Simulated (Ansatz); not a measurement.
FeNO₃, that is [FeO3N]- with one electron fewer. The state is a doublet with charge 0. Geometry B3LYP-D4/def2-SVPD, that of the charge -1 singlet; atoms count from 1.

Cartesian coordinates in Å:
```
Fe 0.0031 0.0024 -0.0009
O -1.0665 0.0345 -1.2250
O 0.5679 -1.5067 0.2158
O -0.6868 0.5489 1.3662
N 1.1822 0.9209 -0.3561
```

The charge 0 doublet is spin-contaminated (final ⟨S²⟩ up to 2.02, 0.75 for a pure state).

(1) Estimate the Mulliken populations from the PBE0/def2-TZVPD orbitals of Ansatz.

(2) Where does the spin sit?

(3) And the Mayer bond orders between bonded heavy atoms (over 0.3)?

Answers

(1) 
| atom | charge (e) | spin (α − β) | d electrons |
| --- | --- | --- | --- |
| Fe1 | 1.36 | -1.15 | 6.05 |
| O2 | -0.39 | 0.72 | – |
| O3 | -0.46 | -0.72 | – |
| O4 | -0.39 | 0.72 | – |
| N5 | -0.11 | 1.44 | – |
Mulliken values and Mayer orders depend strongly on the basis. With diffuse functions, as here, like atoms can get unlike values, and bond orders can come out too low or too high.

(2) Summed by element: Fe -1.15, O 0.72, N 1.44, of 1 unpaired in all. Largest on single atoms: N5 1.44, Fe1 -1.15, O3 -0.72.

(3) Fe1–O2 1.16 (1.63 Å); Fe1–O3 1.46 (1.63 Å); Fe1–O4 1.16 (1.63 Å); Fe1–N5 1.59 (1.54 Å).
